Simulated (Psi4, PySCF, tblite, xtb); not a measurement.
Approach curve of the dimer CHN ··· H3O+ (SMILES C#N and [OH3+]) (charge +1). Monomers: optimised at B3LYP-D3(BJ) (def2-TZVP), held rigid. Orientation: lowest of the rigid-body minima from ten starts at GFN2-xTB. Only R, the distance of the centres of mass, is varied, so the lowest point isn't the relaxed dimer.

- GFN1-xTB (xtb)
- RHF/3-21G = restricted Hartree-Fock/3-21G, no counterpoise correction (PySCF)
- GFN2-xTB (tblite)
- SAPT0/jun-cc-pVDZ, frozen core (Psi4)

Interaction energies in kJ/mol; the last columns give the difference from SAPT0:

```tsv
R / Å	GFN1-xTB	RHF/3-21G	GFN2-xTB	SAPT0/jun-cc-pVDZ	GFN1-xTB − SAPT0/jun-cc-pVDZ	RHF/3-21G − SAPT0/jun-cc-pVDZ	GFN2-xTB − SAPT0/jun-cc-pVDZ
2.88	-115.94	-130.71	-109.90	-120.19	4.25	-10.51	10.29
3.05	-123.09	-152.79	-122.47	-134.81	11.72	-17.98	12.34
3.23	-114.14	-151.98	-115.07	-131.09	16.95	-20.89	16.02
3.48	-93.71	-134.36	-95.18	-114.83	21.12	-19.52	19.65
3.78	-70.17	-108.16	-73.63	-93.85	23.68	-14.31	20.22
4.04	-53.80	-87.95	-60.22	-78.36	24.56	-9.59	18.14
4.55	-32.56	-58.88	-43.74	-56.34	23.79	-2.53	12.60
5.24	-20.13	-38.17	-31.29	-39.05	18.92	0.88	7.75
6.22	-13.47	-25.14	-21.32	-26.05	12.58	0.91	4.72
7.58	-8.85	-16.21	-13.94	-16.86	8.01	0.65	2.92
```

GFN1-xTB is furthest from SAPT0/jun-cc-pVDZ at 4.04 (24.56 kJ/mol, above); its mean absolute difference over the points is 16.56 kJ/mol.

RHF/3-21G is furthest from SAPT0/jun-cc-pVDZ at 3.23 (-20.89 kJ/mol, below); its mean absolute difference over the points is 9.78 kJ/mol.

GFN2-xTB is furthest from SAPT0/jun-cc-pVDZ at 3.78 (20.22 kJ/mol, above); its mean absolute difference over the points is 12.47 kJ/mol.
